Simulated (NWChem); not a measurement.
A series in which one site is exchanged, each optimised at PBE0/def2-SVP with NWChem, gas phase unless a solvent is named. For some, no frequency run checked for a minimum. def2 effective core potentials on Sn; no spin-orbit coupling.

A: [F][Sn]([Cl])([Cl])[Cl] (SnCl3F; site = F)
B: [Cl][Sn]([Cl])([Cl])[Br] (SnBrCl3; site = Br)
C: [Cl][Sn]([Cl])([Cl])[Cl] (SnCl4; site = Cl)
D: [Cl][SnH]([Cl])[Cl] (SnHCl3; site = H)

Values for A:

```
Quantity                                            Result
--------------------------------------------------  ------
dipole (D), PBE0/def2-SVP                             1.08
orbital gap (eV), PBE0/def2-SVP                       6.34
static polarisability, PBE/def2-SVPD (bohr³)          82.8
lowest singlet excitation, PBE/def2-SVPD, TDA (eV)    4.08
```

How do these values change for the other members?


```csv
change from A,B,C,D
"dipole (D), PBE0/def2-SVP",-0.53,-1.08,+1.11
"orbital gap (eV), PBE0/def2-SVP",-0.59,-0.14,+0.50
"static polarisability, PBE/def2-SVPD (bohr³)",+24.9,+15.9,+1.7
"lowest singlet excitation, PBE/def2-SVPD, TDA (eV)",-0.45,-0.13,+0.49
```
